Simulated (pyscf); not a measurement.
**H₃C–CH⁺–CH₂–CH₃ (SMILES C[CH+]CC), singlet**

Gas-phase minimum from PySCF at ωB97X-D3(BJ)/def2-SVP, one conformer. H₃C–CH⁺–CH₂–CH₃ lies 14.7 kcal/mol over its isomer H₃C–C⁺(CH₃)–CH₃ (electronic energy, ωB97M-D3(BJ)/def2-TZVP). 

SMILES: C[CH+]CC
```xyz
13

C      0.9909    -0.4009     0.1620
C      0.3226     0.4134    -0.8266
C     -0.6993     1.3947    -0.5842
C     -1.0327     1.8479     0.8285
H      1.2673    -1.3995    -0.2100
H      1.9660     0.1465     0.2442
H      0.5298    -0.4057     1.1573
H      0.6141     0.2618    -1.8791
H     -0.6513     2.1993    -1.3411
H     -1.5227     0.7522    -1.0289
H     -1.2701     1.0043     1.4927
H     -1.9075     2.5112     0.8037
H     -0.1935     2.4146     1.2595
```
Charge +1, spin multiplicity 1.

Bonded distances (Å): C1–C2 1.445, C1–H5 1.101, C1–H6 1.121, C1–H7 1.097, C2–C3 1.437, C2–H8 1.103, C3–C4 1.521, C3–H9 1.106, C3–H10 1.135, C4–H11 1.100, C4–H12 1.098, C4–H13 1.101. Bond angles (°): C2–C1–H5 113.3, C2–C1–H6 100.2, C2–C1–H7 115.4, H5–C1–H6 104.4, H5–C1–H7 114.1, H6–C1–H7 107.5, C1–C2–C3 126.7, C1–C2–H8 117.0, C3–C2–H8 116.3, C2–C3–C4 121.1, C2–C3–H9 110.5, C2–C3–H10 93.6, C4–C3–H9 115.4, C4–C3–H10 111.9 (the first ones only).

Properties at ωB97X-D3(BJ)/def2-SVP:

Harmonic wavenumbers, unscaled: 101, 150, 246, 277, 448, 580, 654, 852, 903, 1004, 1038, 1073, 1146, 1175, 1262, 1280, 1322, 1349, 1393, 1437, 1453, 1484, 1488, 1559, 2846, 2958, 3091, 3102, 3131, 3174, 3190, 3205, 3231 cm⁻¹
Zero-point energy: 73.8 kcal/mol
Rotational symmetry number: 1
Entropy of this conformer at 298 K and 1 atm, rigid rotor and harmonic oscillator, modes under 100 cm⁻¹ raised to 100: 311.5 J/(mol K)
Dipole moment: depends on origin

Single-point totals, which compare only within one level (frozen core for MP2 and CC):

| level | total energy (hartree) |
|---|---|
| ωB97X-D3(BJ)/def2-TZVP | -157.67251 |
| PBE/def2-TZVP | -157.35142 |
| r²SCAN/def2-TZVP | -157.47610 |
| B3LYP-D3(BJ)/def2-TZVP | -157.60310 |
| PBE0-D3(BJ)/def2-TZVP | -157.38638 |
| M06-2X/def2-TZVP | -157.48793 |
| ωB97M-D3(BJ)/def2-TZVP | -157.61632 |
| HF/def2-TZVPP | -156.47933 |
| MP2/def2-TZVPP | -157.14177 |
| CCSD/def2-TZVPP | -157.19315 |
| CCSD(T)/def2-TZVPP | -157.22085 |

Soft torsions are taken as harmonic, which can shift the entropy by several J/(mol K). The CCSD(T) − MP2 part came from Ansatz, without density fitting, on the same reference.
